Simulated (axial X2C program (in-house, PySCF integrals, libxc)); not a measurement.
**Potential curves of BI⁻, 2c**

All values were computed with an in-house relativistic program for diatomic molecules. Two-component (2c) means X2C with spin–orbit coupling and atomic mean-field two-electron Coulomb and Gaunt terms. Basis: I dyall-acv3z [12s13p9d5f1g], B dyall-av3z [8s7p3d2f] (cores contracted in-house); Gaussian nuclei, density fitting, unrestricted open shells. Masses: I 126.904 u, B 11.009 u.

State: Ω = 1/2 (⟨Sz⟩ = -0.50, ⟨Lz⟩ = 1.00 at TPSS). Energies in kJ/mol from the fragments at the same level (I- + B). Fits are polynomials in 1 − R0/R over 0.85 to 1.23 times the lowest point R0.

```csv
R (Å),TPSS
2.0593,-72.17
2.1540,-90.92
2.2250,-98.71
2.2960,-102.67
2.3670,-103.79
2.4498,-102.53
2.5327,-99.33
2.6392,-93.36
2.7694,-84.44
2.9588,-70.22
```

One determinant describes the state; a PBE0 search over occupations chose it and may have missed a lower one. Dissociation energies refer to the lowest single-determinant-based atoms at the same level and basis. Density functionals use the spin component along the axis (collinear). The 2c atoms are single determinants rather than J levels; their spin–orbit lowering is only partly caught, and De is too large by that part. This holds for TPSS. Without a current term, density functionals place determinants with orbital angular momentum somewhat too high. The highest occupied level of some functionals is positive through self-interaction error; at Hartree–Fock it is bound.

(1) Fit the TPSS curve near its minimum: give the equilibrium distance, the harmonic wavenumber and the well depth.

## Answers

(1) At TPSS, 2c: Re = 2.366 Å, ωe ≈ 337 cm⁻¹, De = 1.08 eV to I- + B; Be follows as 0.297 cm⁻¹.
